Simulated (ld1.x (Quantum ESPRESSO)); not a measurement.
## Transferability test, ultrasoft potential for praseodymium

- Element: Pr (Z = 59)
- Generator: ld1.x (Quantum ESPRESSO) 7.5
- Type: ultrasoft
- Functional: PBEsol
- Relativity: scalar-relativistic
- Frozen core: [Kr] 4d10
- Valence charge: 13
- Reference configuration: 4f3 5s2 5p6 5d1 6s1 6p0
- Partial waves: 5s (bound): rcut 2.00, rcutus 2.40 bohr; 6s (bound): rcut 2.00, rcutus 2.40 bohr; 5p (bound): rcut 2.35, rcutus 2.70 bohr; 6p (bound, empty): rcut 2.35, rcutus 2.70 bohr; 5d (bound): rcut 3.20, rcutus 3.95 bohr; 5d channel at 2.35 Ry: rcut 3.20, rcutus 3.95 bohr; 4f (bound): rcut 1.25, rcutus 1.45 bohr; 4f channel at 4.65 Ry: rcut 1.25, rcutus 1.45 bohr
- Local potential: all-electron potential smoothed inside 3.55 bohr (lloc = -1)
- Core correction: Bessel-smoothed model core inside 1.35 bohr
- Augmentation charge: PSQ, radius 1.00 bohr

Energies are relative to the spin-unpolarised reference configuration 4f3 5s2 5p6 5d1 6s1 6p0; without spin polarisation the order of configurations can differ from experiment.

```tsv
valence configuration	charge	ΔE all-electron (eV)	error AE − PS (meV)
4f3 5s2 5p6 5d0 6s2 6p0	0	-1.573	-29
4f3 5s2 5p6 5d0 6s1 6p0	+1	4.167	-30
4f3 5s2 5p6 5d1 6s0 6p0	+1	5.059	-2.3
4f3 5s2 5p5 5d0 6s2 6p0	+1	24.555	-65
4f3 5s2 5p6 5d0 6s0 6p2	0	3.095	-35
```

(1) What are ΔE and the potential's error for 4f2 5s2 5p6 5d0 6s2 6p0?

(2) What are ΔE and the potential's error for 4f3 5s2 5p6 5d0 6s0 6p0?

Levels in the configuration 4f2 5s2 5p6 5d0 6s2 6p0:

| level | all-electron (eV) | pseudo (eV) |
| --- | --- | --- |
| 4f | -14.542 | -14.652 |
| 5s | -50.434 | -50.514 |
| 5p | -32.031 | -32.065 |
| 6s | -9.592 | -9.600 |

## Answers

(1) ΔE = 5.999 eV all-electron; the error (AE − PS) is -50 meV.

(2) ΔE = 14.699 eV all-electron; the error (AE − PS) is -35 meV.
